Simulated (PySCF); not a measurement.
**NMR problem set**

- geometry from GFN2-xTB
- shielding tensors at PBE0/pcSseg-1 (GIAO)
- program: PySCF
- rapidly exchanging positions averaged, non-relativistic, in vacuum, single conformer

Shifts are taken against calculated references (same method and geometry level): ¹H, ¹³C vs TMS. Where no couplings were computed, multiplicities follow the n + 1 count of equivalent neighbours, and m marks all less simple cases (inequivalent or close neighbours, rings, F or P nearby). Shifts are as computed. Against solution values, carbons near 30 ppm lie about +3 ppm off and those near 130 ppm about +5 ppm; carbons on Cl a further +6 ppm. Of 1211 compounds with measured shifts, 218 miss one by over three times the rms of a fit or turn the order of signals round; such compounds aren't used in these exercises. Carbons bonded to Cl come out too deshielded.

Q: C7H14OSi. ¹H NMR (600 MHz, computed): δ 5.85 (br s, 1H), 5.67 (br s, 1H), 5.21 (br s, 1H), 4.94 (br s, 1H), 4.33 (s, 2H), 4.02 (t, 3H), 3.39 (s, 3H), 2.01 (q, 2H). ¹³C{¹H} NMR (computed): δ 154.2, 151.3, 118.9, 115.5, 76.6, 58.0, 20.4. Give a structure.

A: `C=C(C[SiH3])C(=C)COC`. The formula gives 2 degrees of unsaturation (no ring in the answer). 7 carbon signals for 7 carbons: no two carbons are equivalent. Carbon types of the structure: 2 × C, 4 × CH2, 1 × CH3, leaving 3 H on heteroatoms. δC 154.2, 151.3: fully substituted alkene carbon; as expected for a trigonal carbon in a double bond. δC 118.9, 115.5: terminal =CH2 carbon; an sp2 carbon of a C=C bond. δC 76.6: allylic sp3 CH2 bonded to O; deshielded by the electronegative neighbour. δH 3.39: hydrogen on a methyl carbon bonded to O; its carbon carries O, hence the downfield position.

This is the structure that produced the data.

Q: C7H11ClSi2. ¹H NMR (400 MHz, computed): δ 7.55 (m, 1H), 7.31 (d, 1H), 7.18 (m, 1H), 4.62 (m, 1H), 4.60 (m, 1H), 4.21 (m, 1H), 0.75 (m, 1H), 0.72 (m, 1H), 0.34 (m, 1H), 0.33 (m, 1H), -0.25 (m, 1H). ¹³C{¹H} NMR (computed): δ 157.0 (CH), 156.5 (C), 151.4 (CH), 147.9 (CH), 3.1 (CH2), 3.0 (CH2), -1.5 (CH). What is it?

A: SMILES C1=C[SiH2]C(Cl)=C[Si@H]1C1CC1. Rings plus π bonds: 4 (2 rings in the answer). 7 carbon signals for 7 carbons: no two carbons are equivalent. Carbon types of the structure: 1 × C, 4 × CH, 2 × CH2, leaving 3 H on heteroatoms. δC 157.0, 151.4, 147.9: alkene CH; the olefinic region. δC 156.5: fully substituted alkene carbon; as expected for a trigonal carbon in a double bond. δC 3.1, 3.0, -1.5: three-membered-ring carbon; carbons of three-membered rings are unusually shielded. δH 0.75, 0.72, 0.34, 0.33, -0.25: hydrogen on a three-membered-ring carbon; cyclopropane-type protons are shielded by the ring.

The data come from this structure; uniqueness wasn't tested.
